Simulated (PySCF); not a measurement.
**Two-component Hartree-Fock for Ne³⁺ (neon, charge +3)**

Start: [He] 2s1 2p3 3s1; 2s1/2 filled at m_j = +1/2; 2p3/2 filled at m_j = -1/2, +1/2, +3/2; 3s1/2 filled at m_j = +1/2. Calculated with PySCF 2.14 in x2c-TZVPall-2c with one added diffuse shell each of s, p, d type (6s4p3d1f, 40 functions): generalised Hartree-Fock with the X2C-1e Hamiltonian and a Gaussian nucleus; one run each with spin-orbit coupling (SO) switched off, then screened by Boettger's factors. This is a chosen level, not necessarily the ground level.

```csv
spinor shell,electrons,"ε, spin-free (eV)","ε, screened SO (eV)",weight of nominal j (screened SO),"rms radius, screened SO (bohr)"
1s1/2,2,-994.61,-994.61,1.000,0.182
2s1/2,1,-142.94,-142.94,1.000,0.815
2p3/2,3,-114.61,-114.61,0.664,0.786
3s1/2,1,-37.566,-37.566,1.000,2.38
```

```json
{"quantity": "E (hartree)", "spin-free": "-121.73957", "screened SO": "-121.73960"}
{"quantity": "M_J", "spin-free": "5/2", "screened SO": "5/2"}
{"quantity": "⟨J²⟩", "spin-free": "8.750", "screened SO": "8.750"}
{"quantity": "⟨L²⟩", "spin-free": "0.000", "screened SO": "0.000"}
{"quantity": "⟨S²⟩", "spin-free": "8.750", "screened SO": "8.750"}
```

Each row is a mean over spinors that exchange with the open shell spreads, by up to 11.022 eV (1s1/2).

Rows whose weight is well below 1 are mixtures of j = l ± 1/2: exchange outweighs spin-orbit coupling there, and the label is only the starting occupation.

Without spin-orbit coupling the j labels of p, d and f shells carry no meaning; the spin-free column gives the mean over the occupied spinors of each nl shell.
